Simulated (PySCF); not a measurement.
H4Si2, singlet, at the geometry of the source list; PySCF with B3LYP/STO-3G.

PySCF was given this input:
```python
from pyscf import gto, scf, dft

mol = gto.Mole()
mol.atom = '''
    Si   -0.554000   -0.010100   -0.006400
    Si    1.558900    0.868100   -0.099500
    H    -0.939700   -0.994000   -1.032000
    H    -1.486100    1.113200   -0.207300
    H    -0.989500   -0.627000    1.257500
    H     2.410400   -0.350100    0.087700
'''
mol.basis = 'sto-3g'
mol.charge = 0
mol.spin = 0
mol.verbose = 4
mol.build()

mf = dft.RKS(mol)
mf.xc = 'b3lyp'
mf.grids.level = 1
mf.kernel()
mf.analyze()
```

It wrote (shortened):

```
PySCF version 2.14.0

[INPUT] verbose = 4
[INPUT] num. atoms = 6
[INPUT] num. electrons = 32
[INPUT] charge = 0
[INPUT] spin (= nelec alpha-beta = 2S) = 0
[INPUT] symmetry False subgroup None
[INPUT] Mole.unit = angstrom
[INPUT] Symbol           X                Y                Z      unit          X                Y                Z       unit  Magmom
[...]
nuclear repulsion = 75.8928293388156
number of shells = 14
number of NR pGTOs = 66
number of NR cGTOs = 22
basis = sto-3g
ecp = {}

******** <class 'pyscf.dft.rks.RKS'> ********
method = RKS
initial guess = minao
damping factor = 0
level_shift factor = 0
DIIS = <class 'pyscf.scf.diis.CDIIS'>
diis_start_cycle = 1
diis_space = 8
diis_damp = 0
SCF conv_tol = 1e-09
SCF conv_tol_grad = None
SCF max_cycles = 50
direct_scf = True
direct_scf_tol = 1e-13
XC library pyscf.dft.libxc version 7.1.2
    S. Lehtola, C. Steigemann, M. J. T. Oliveira, and M. A. L. Marques,  SoftwareX 7, 1–5 (2018)
XC functionals = b3lyp
    P. J. Stephens, F. J. Devlin, C. F. Chabalowski, and M. J. Frisch,  J. Phys. Chem. 98, 11623 (1994)
radial grids:
    Treutler-Ahlrichs [JCP 102, 346 (1995); DOI:10.1063/1.469408] (M4) radial grids

becke partition: Becke, JCP 88, 2547 (1988); DOI:10.1063/1.454033
pruning grids: <function nwchem_prune>
grids dens level: 1
symmetrized grids: False
atomic radii adjust function: <function treutler_atomic_radii_adjust>
small_rho_cutoff = 0
Set gradient conv threshold to 3.16228e-05
Initial guess from minao.
tot grids = 22712
init E= -574.08309515862
[...]
cycle= 1 E= -574.579493617762  delta_E= -0.496  |g|= 0.102  |ddm|= 2.66
[...]
cycle= 2 E= -574.582967219566  delta_E= -0.00347  |g|= 0.0584  |ddm|= 0.321
[...]
cycle= 3 E= -574.58456303625  delta_E= -0.0016  |g|= 0.00446  |ddm|= 0.125
[...]
cycle= 4 E= -574.584573127706  delta_E= -1.01e-05  |g|= 0.000895  |ddm|= 0.0128
[...]
cycle= 5 E= -574.584573599709  delta_E= -4.72e-07  |g|= 0.000159  |ddm|= 0.00291
[...]
cycle= 6 E= -574.584573611494  delta_E= -1.18e-08  |g|= 4.34e-05  |ddm|= 0.000455
[...]
cycle= 7 E= -574.584573612324  delta_E= -8.3e-10  |g|= 1.09e-06  |ddm|= 8.75e-05
[...]
Extra cycle  E= -574.584573612325  delta_E= -5.68e-13  |g|= 6.92e-07  |ddm|= 5.74e-06
converged SCF energy = -574.584573612325
**** SCF Summaries ****
Total Energy =                        -574.584573612325016
Nuclear Repulsion Energy =              75.892829338815616
One-electron Energy =                 -951.122726820278899
Two-electron Energy =                  300.645323869138224
Two-electron Coulomb Energy =          344.094479544129683
DFT Exchange-Correlation Energy =      -43.449155674991452
HOMO-LUMO gap [eV] =                     3.546105840560096
**** MO energy ****
[...]
 ** Mulliken pop on meta-lowdin orthogonal AOs  **
 ** Mulliken pop  **
[...]
 ** Mulliken atomic charges  **
charge of    0Si =      0.27812
charge of    1Si =      0.27170
charge of    2H =     -0.12454
charge of    3H =     -0.13835
charge of    4H =     -0.12404
charge of    5H =     -0.16289
Dipole moment(X, Y, Z, Debye):  0.95927,  0.00686,  0.02092
```
